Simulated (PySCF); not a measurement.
Molecule: SMILES C(/C=C)(C)=C(\Cl)SC, C$_{6}$H$_{9}$ClS.

Bonds (- single, = double, # triple, : aromatic): C1=C2, C2-C3, C3-C4, C3=C5, C5-Cl6, C5-S7, S7-C8. C1 carries H9, H10; C2 carries H11; C4 carries H12, H13, H14; C8 carries H15, H16, H17. Stereochemistry as in C=C/C(C)=C(/Cl)SC. H10 is cis to C3; H9 is trans to C3.

Frames of a GFN2-xTB Langevin trajectory at 400 K; GIAO PBE0/pcSseg-1 shieldings in PySCF 2.14, gas phase, non-relativistic; equivalent atoms averaged within each frame.

δ = σ(ref) − σ, references computed at the same level: ¹³C (186.93 ppm), ¹H (31.72 ppm) against TMS; HCl for ³⁵Cl (949.78 ppm); ³³S (503.73 ppm) against CS2. The references are static minima.

**Question.** How do the shifts (ppm) fluctuate along the trajectory?

**Answer.** 
| time (fs) | C3 | C5 | C2 | C1 | C8 | C4 | Cl6 | S7 | H11 | H10 |
| --- | --- | --- | --- | --- | --- | --- | --- | --- | --- | --- |
| 250 | 154.1 | 150.0 | 146.7 | 122.5 | 23.0 | 13.4 | 253 | 74 | 7.60 | 5.96 |
| 425 | 138.2 | 144.7 | 142.4 | 118.1 | 26.4 | 21.6 | 289 | 48 | 7.65 | 4.80 |
| 625 | 147.8 | 154.7 | 150.0 | 129.0 | 16.5 | 21.9 | 220 | 113 | 7.24 | 6.01 |
| 800 | 141.5 | 148.3 | 136.7 | 117.4 | 28.1 | 24.2 | 289 | 62 | 6.42 | 5.19 |
| 1000 | 145.9 | 150.0 | 139.7 | 117.3 | 16.6 | 16.5 | 241 | 81 | 7.86 | 5.41 |
| mean of frames | 145.5 | 149.5 | 143.1 | 120.9 | 22.1 | 19.5 | 258 | 75 | 7.35 | 5.47 |
| standard deviation | 6.1 | 3.6 | 5.3 | 5.0 | 5.4 | 4.4 | 30 | 24 | 0.57 | 0.51 |

5 frames give an uncertainty of the mean of about the standard deviation over 2.2 at best, since frames this close in time may not be independent; classical motion lacks zero-point vibration, and the reference would need the same averaging.
